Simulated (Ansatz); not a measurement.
Reaction (SMILES): CCC[C-]=O -> C[C-](C)C=O
Each molecule is optimised on its own at B3LYP-D3(BJ)/def2-TZVP (Ansatz, a program for electronic structure), one conformer each, not searched for the lowest.

Quantity: isomerisation energy (electronic energy difference), in eV. Cores are frozen in the correlated levels unless marked. No spin-orbit coupling. No relativistic terms. Anions need diffuse functions: aug- sets have them; def2-D sets add few; the other sets have none. CBS(X,Y): correlation extrapolated as X^-3; Hartree-Fock from the larger set. The bracket is a focal-point correction in the basis named.

```json
[
 {"level": "B3LYP-D4/def2-TZVPD", "program": "Ansatz + dftd4", "isomerisation energy (eV)": "-1.44", "minus last row": "-0.17"},
 {"level": "B2GP-PLYP/def2-TZVPD", "program": "Ansatz", "isomerisation energy (eV)": "-1.42", "minus last row": "-0.15"},
 {"level": "RPA@PBE/cc-pVQZ", "program": "Ansatz", "isomerisation energy (eV)": "-1.33", "minus last row": "-0.06"},
 {"level": "MP2/STO-3G", "program": "Ansatz", "isomerisation energy (eV)": "-1.07", "minus last row": "0.20"},
 {"level": "MP2/6-31G", "program": "Ansatz", "isomerisation energy (eV)": "-1.76", "minus last row": "-0.49"},
 {"level": "MP2/cc-pVTZ", "program": "Ansatz", "isomerisation energy (eV)": "-1.60", "minus last row": "-0.33"},
 {"level": "RI-MP2/CBS(aug-cc-pVTZ,aug-cc-pVQZ)", "program": "Ansatz", "isomerisation energy (eV)": "-1.48", "minus last row": "-0.21"},
 {"level": "CCSD/cc-pVDZ", "program": "Ansatz", "isomerisation energy (eV)": "-1.38", "minus last row": "-0.11"},
 {"level": "CCSD(T)/6-31G*", "program": "Ansatz", "isomerisation energy (eV)": "-1.54", "minus last row": "-0.27"},
 {"level": "RI-MP2/CBS(aug-cc-pVTZ,aug-cc-pVQZ)+[CCSD(T)-MP2]/aug-cc-pVDZ", "program": "Ansatz", "isomerisation energy (eV)": "-1.27", "minus last row": "0.00"}
]
```
